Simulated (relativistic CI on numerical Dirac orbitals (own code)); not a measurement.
## What each ingredient does to the levels of La²⁰⁺

Base calculation: Dirac-Coulomb-Breit CI, orbitals from a KLI potential per configuration, model QED (radiative potential, 1s self-energy scaled to tabulated hydrogen-like ionisation energies), unscaled Slater integrals.

Configuration list (outside the closed core [Ar] 3d10): 4s2 4p6 4d, 4s2 4p5 4d2, 4s2 4p6 4f, 4s 4p6 4d2, 4s2 4p5 4d 4f, 4s2 4p6 5s, 4s 4p6 4d 4f, 4s2 4p6 5p, 4s2 4p6 5d, 4s2 4p5 4d 5s, 4p6 4d3, 4p5 4d4, 4p5 4d3 4f. Double excitations out of closed p, d and f shells are left out; levels of such configurations are missing from the list, as are those of other unlisted configurations, and high levels can miss mixing partners. These lack a partner that the ground configuration has and come out too high: 4s2 4p5 4d 5s.

Variants: (1) P86 correlation estimate; (2) configuration mixing switched off. Shifts of the energy above 4s2 4p6 4d 2D_3/2, in cm⁻¹, for the lowest level and the first level of each name with at least 55 % of one term (blank where a level changes its place among those of its configuration and J or its character, or is not in the variant):

| Level | Base | Δ(1) | Δ(2) |
| --- | --- | --- | --- |
| 4s2 4p6 4d 2D_3/2 | 0 | 0 | 0 |
| 4s2 4p6 4d 2D_5/2 | 32622 | 0 | +30 |
| 4s2 4p5 4d2 4D°_1/2 | 726945 | +1084 | -12689 |
| 4s2 4p5 4d2 4D°_3/2 | 731573 | +1085 | -12217 |
| 4s2 4p5 4d2 4D°_7/2 | 769703 | +1083 | -9733 |
| 4s2 4p5 4d2 4G°_9/2 | 772872 | +1087 | -9347 |
| 4s2 4p5 4d2 4G°_11/2 | 783231 | +1087 | -8688 |
| 4s2 4p5 4d2 2F°_7/2 | 818499 | +1072 | -8534 |
| 4s2 4p5 4d2 4F°_9/2 | 821439 | +1085 | -11542 |
| 4s2 4p5 4d2 2H°_11/2 | 823529 | +1087 | -8922 |
| 4s2 4p5 4d2 2P°_1/2 | 848625 | +1084 | -12676 |
| 4s2 4p5 4d2 2G°_9/2 | 854409 | +1085 | -10980 |
| 4s2 4p6 5s 2S_1/2 | 1407408 | +10331 | -14278 |
| 4s 4p6 4d2 4F_3/2 | 1413050 | +1641 | +31176 |

At this charge energies of transitions that change n are usually good to better than 1 %, and those within a shell (Δn = 0) to a few per cent.

Ionisation energy from the two ground configurations alone: base 565.936 eV; P86 correlation estimate 567.675 eV. The NIST ASD value (theoretical) is 566 eV.

LS names give the leading component of a level, which can be under half, so a name can repeat, a term be missing and a line seem to break the LS rules.
